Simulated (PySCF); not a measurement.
A series of related compounds: `P#Cc1ccsc1`, C5H3PS; `InChI=1S/C4H7P/c1-4(2)3-5/h4H,1-2H3`; SMILES P#CN, CH2NP; `C1CN(C#P)CC1`, C5H8NP; `P#CC1CCC1`, C5H7P; `InChI=1S/C2F3P/c3-2(4,5)1-6`; `Fc1ccccc1C#P`, C7H4FP; `InChI=1S/C8H7P/c1-7-4-2-3-5-8(7)6-9/h2-5H,1H3`; `C(#C)C#P`, C3HP; `P#Cn1cccc1`, C5H4NP.

PySCF 2.14 calculation with σ from GIAO-PBE0/pcSseg-1 and structure optimised with GFN2-xTB; rapidly exchanging positions averaged, one computed conformer, no relativistic terms, no solvent model.

Shifts are taken against calculated references (same method and geometry level): H3PO4 for ³¹P.

Task: How does the ³¹P shift change along the series?

Result: 
```
    compound                                 change  δ (ppm)  HOMO–LUMO gap (eV)
  P#Cc1ccsc1   N-pyrrolidinyl replaced by 3-thienyl     28.9                4.85
    CC(C)C#P         N-pyrrolidinyl replaced by iPr    -23.3                6.51
        NC#P         N-pyrrolidinyl replaced by NH2   -111.7                5.35
  P#CN1CCCC1                                   base    -98.5                5.00
   P#CC1CCC1         N-pyrrolidinyl replaced by cBu    -14.0                6.33
 FC(F)(F)C#P         N-pyrrolidinyl replaced by CF3     14.5                6.52
Fc1ccccc1C#P     N-pyrrolidinyl replaced by 2-FC6H4     59.4                4.78
Cc1ccccc1C#P     N-pyrrolidinyl replaced by o-tolyl     55.9                4.76
      C#CC#P     N-pyrrolidinyl replaced by ethynyl    -39.2                5.18
  P#Cn1cccc1  N-pyrrolidinyl replaced by N-pyrrolyl    -99.4                5.34
```
